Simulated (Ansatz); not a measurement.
# Worked example: C4H7B + C3H6F2 → C3H4BF + C4H9F

Species: C4H7B `C#CB(C)C`, singlet; C3H6F2 `CC(F)CF`, singlet; C3H4BF `C#CB(C)F`, singlet; C4H9F `CC(C)CF`, singlet. The partners trade CH3 for F: B–CH3 and C–F bonds give way to B–F and C–CH3.

Shapes, held fixed at every level: PBE0-D4/def2-TZVP. Flexible molecules stand in one conformer, not always the lowest. Programs: Ansatz 0.2.0. The zero-point and thermal change to 298 K, harmonic and unscaled (PBE0-D4/def2-TZVP), is +5.0 kJ/mol.

At CCSD(T)/CBS estimate; 1 Eh = 2625.50 kJ/mol:

| species | energy (Eh) |
| --- | --- |
| C4H7B | -181.179739 |
| C3H6F2 | -317.346508 |
| C3H4BF | -241.165815 |
| C4H9F | -257.425196 |

Task: Work out ΔH(298 K) of the reaction at this level.

Result: 
1. Products less reactants: (-241.165815) + (-257.425196) − [(-181.179739) + (-317.346508)] = -0.064764 Eh = -170.0 kJ/mol.
2. With the thermal change: -170.0 + (+5.0) = -165.0 kJ/mol.

Other levels give -184.4 (CCSD(T)/def2-SVP) to -155.6 kJ/mol (PBE0-D4/def2-TZVPP). No measured value is set beside it here. The CBS estimate extrapolates MP2 from def2-TZVPP and def2-QZVPP and adds CCSD(T) − MP2 in the triple-zeta set, cores frozen.
